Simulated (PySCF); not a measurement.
Propyl propionate, C₆H₁₂O₂.
SMILES: `CCCOC(=O)CC`

A PySCF run (density fitting, gas phase, GFN2-xTB geometry) gave HOMO -6.39 eV, LUMO -0.89 eV, dipole 1.67 D.

Question: Which of these levels was it?
A. LDA/6-31G
B. B3LYP/MINI
C. KT3/6-31++G**
D. PBE0/pcSseg-1
E. PBE0/def2-SVPD

Answer: C. It is KT3/6-31++G**. All candidates on this geometry:

```json
{"level and settings": "LDA/6-31G", "kind": "LDA", "basis functions": "96", "SCF cycles": "15", "E (Eh)": "-382.9221", "HOMO (eV)": "-6.15", "LUMO (eV)": "-0.76", "dipole (D)": "1.57"}
{"level and settings": "KT3/6-31++G**", "kind": "GGA", "basis functions": "216", "SCF cycles": "15", "E (Eh)": "-392.1640", "HOMO (eV)": "-6.39", "LUMO (eV)": "-0.89", "dipole (D)": "1.67"}
{"level and settings": "B3LYP/MINI, fitting basis def2-universal-jkfit", "kind": "global hybrid", "basis functions": "52", "SCF cycles": "10", "E (Eh)": "-383.2406", "HOMO (eV)": "-8.40", "LUMO (eV)": "-1.01", "dipole (D)": "1.35"}
{"level and settings": "PBE0/def2-SVPD", "kind": "global hybrid", "basis functions": "262", "SCF cycles": "14", "E (Eh)": "-385.6279", "HOMO (eV)": "-7.96", "LUMO (eV)": "0.22", "dipole (D)": "1.77"}
{"level and settings": "PBE0/pcSseg-1", "kind": "global hybrid", "basis functions": "196", "SCF cycles": "14", "E (Eh)": "-385.8426", "HOMO (eV)": "-7.88", "LUMO (eV)": "0.40", "dipole (D)": "1.70"}
```

The nearest other candidate, by the summed differences of HOMO and LUMO, is LDA/6-31G: its HOMO differs by +0.24 eV and its LUMO by +0.13 eV. Cycle counts include a coarse-grid stage where the run had one. All basis functions are spherical, in the Pople sets too. KT3 was designed for NMR shieldings or shifts; total energies of different functionals aren't comparable.

The values belong to the conformer `[CH3:1][CH2:2][CH2:3][O:4][C:5](=[O:6])[CH2:7][CH3:8]`: C1–C2–C3–O4 176°, C2–C3–O4–C5 85°, C3–O4–C5–O6 2°, O4–C5–C7–C8 -127°.
